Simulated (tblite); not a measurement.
C5H6N2PSi (doublet state).
Atom-mapped SMILES: `[CH:1]#[C:2][c:3]1[n:4][c:5][cH:6][n:7]1[SiH2:8][PH2:9]` (hydrogens: H10 on C1; H11 on C6; H12, H13 on Si8; H14, H15 on P9)
Bond orders are those of one Lewis drawing.

Computed with GFN2-xTB (tblite), gas phase: L-BFGS steps from a force-field or distance-geometry start until the largest atomic force falls under 0.01 eV/Å.

Step 1: E = -644.5998 eV
```
atom  x, y, z in Å  |  force x, y, z in eV/Å
C1     -2.0704    2.3400   -0.4641    0.468  -2.861   0.516
C2     -1.8446    1.1466   -0.2505   -0.679   2.427  -0.327
C3     -1.5757   -0.2088    0.0203    0.491  -0.318  -0.132
N4     -2.4003   -1.1588    0.4346    0.087   0.554  -0.076
C5     -1.6882   -2.2704    0.5413    0.201   0.379  -0.205
C6     -0.3950   -2.0794    0.1804   -0.033   0.276  -0.018
N7     -0.2901   -0.7281   -0.1654   -0.341  -0.210   0.190
Si8     1.1613    0.1140   -0.6968    0.083   0.522   0.191
P9      2.7063   -0.0341    0.9037    0.687  -1.107   0.653
H10    -2.2824    3.3525   -0.6587    0.047  -0.171   0.028
H11     0.4360   -2.7528    0.1446    0.044   0.125  -0.022
H12     1.5897   -0.4658   -1.9709    0.048  -0.165   0.162
H13     0.8581    1.5177   -0.8931   -0.339   0.199  -0.171
H14     3.7365    0.9424    0.7105   -1.232  -0.105   0.245
H15     2.0544    0.2930    2.1424    0.468   0.456  -1.037
```

Step 2: E = -644.6632 eV
```
atom  x, y, z in Å  |  force x, y, z in eV/Å
C1     -2.0654    2.3043   -0.4578   -0.837   3.973  -0.732
C2     -1.8520    1.1669   -0.2517    0.483  -3.739   0.781
C3     -1.5880   -0.1999    0.0186    1.391  -0.279  -0.301
N4     -2.3898   -1.1529    0.4329   -0.596   1.043  -0.077
C5     -1.6831   -2.2498    0.5333   -0.006  -0.663   0.122
C6     -0.3968   -2.0934    0.1851    0.154   1.296  -0.311
N7     -0.2771   -0.7277   -0.1672   -1.103  -0.177   0.351
Si8     1.1573    0.1283   -0.6916    0.507   0.099   0.193
P9      2.7245   -0.0590    0.9232    0.391  -1.103   0.056
H10    -2.2804    3.3432   -0.6570    0.223  -0.992   0.189
H11     0.4320   -2.7439    0.1438    0.410  -0.280  -0.012
H12     1.5910   -0.4707   -1.9688    0.008  -0.044   0.310
H13     0.8503    1.5206   -0.8972   -0.325   0.360  -0.141
H14     3.7072    0.9392    0.7159   -1.004   0.002   0.233
H15     2.0659    0.3029    2.1165    0.304   0.503  -0.661
```

Step 3: E = -644.8424 eV
```
atom  x, y, z in Å  |  force x, y, z in eV/Å
C1     -2.0689    2.3147   -0.4598   -0.140   0.396  -0.074
C2     -1.8533    1.1530   -0.2471   -0.002  -0.544   0.158
C3     -1.5752   -0.2026    0.0148    0.903  -0.195  -0.172
N4     -2.3925   -1.1394    0.4314   -0.348   0.286   0.023
C5     -1.6810   -2.2494    0.5317   -0.407  -0.203   0.117
C6     -0.3960   -2.0831    0.1832    0.288   0.710  -0.206
N7     -0.2863   -0.7304   -0.1633   -0.208   0.222   0.041
Si8     1.1615    0.1350   -0.6878    0.362  -0.110   0.286
P9      2.7354   -0.0800    0.9313    0.262  -1.043  -0.166
H10    -2.2778    3.3318   -0.6549    0.051  -0.270   0.055
H11     0.4351   -2.7439    0.1434    0.203  -0.077  -0.011
H12     1.5917   -0.4730   -1.9648   -0.011  -0.016   0.336
H13     0.8440    1.5255   -0.9002   -0.291   0.316  -0.107
H14     3.6855    0.9380    0.7204   -0.863   0.038   0.194
H15     2.0735    0.3118    2.0997    0.201   0.491  -0.473
```

Question: Estimate the geometry and energy of step 4. (The exact step hangs on the optimiser's Hessian estimate; all steps are aligned on step 3, rigid shifts and turns removed.)

Answer: E = -644.9887 eV, largest force 1.297 eV/Å
```
atom  x, y, z in Å  |  force x, y, z in eV/Å
C1     -2.0719    2.3118   -0.4595    0.196  -1.260   0.239
C2     -1.8580    1.1405   -0.2405   -0.091   0.871  -0.169
C3     -1.5541   -0.2025    0.0073    0.100  -0.127   0.067
N4     -2.3958   -1.1210    0.4301    0.034  -0.170  -0.011
C5     -1.6865   -2.2410    0.5285   -0.104   0.096   0.001
C6     -0.3897   -2.0691    0.1802   -0.186   0.220   0.017
N7     -0.2879   -0.7260   -0.1614    0.483   0.300  -0.141
Si8     1.1702    0.1453   -0.6752    0.345  -0.196   0.252
P9      2.7598   -0.1337    0.9442    0.012  -0.730  -0.433
H10    -2.2736    3.3120   -0.6510   -0.122   0.401  -0.064
H11     0.4392   -2.7400    0.1424    0.085   0.042  -0.012
H12     1.5926   -0.4778   -1.9528   -0.030   0.042   0.364
H13     0.8282    1.5379   -0.9072   -0.175   0.097  -0.010
H14     3.6330    0.9362    0.7312   -0.567   0.036   0.076
H15     2.0901    0.3354    2.0618    0.020   0.378  -0.175
```

The energy changes by -0.1463 eV. The first-order estimate −F·Δx gives -0.2135 eV and the mean of the old and new forces, exact on a quadratic surface, -0.1457 eV. The step makes an angle of 34° with the force vector and moves no atom by more than 0.060 Å.

What follows is the cost of the whole relaxation. The run took 2.4 s on one thread, Intel Xeon Platinum 8259CL at 2.50 GHz (x86_64), no GPU, shared host with 96 logical CPUs at a one-minute load of 24.
